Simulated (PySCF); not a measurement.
Sc(OH) (HOSc), SMILES [OH][Sc]. Geometry: PBE0-D3(BJ)/def2-TZVP. The multiplicity is an assumed one; other spin states were not compared.

Question: Give the equilibrium geometry at PBE0-D3(BJ)/def2-TZVP (PySCF confirms it by a frequency run) as a Z-matrix, and its point group. (The exact figures need the calculation; the answer reports its results.)

Answer: point group C∞v.
```
O
H 1 0.9540
Sc 1 1.7855 2 180.00
```
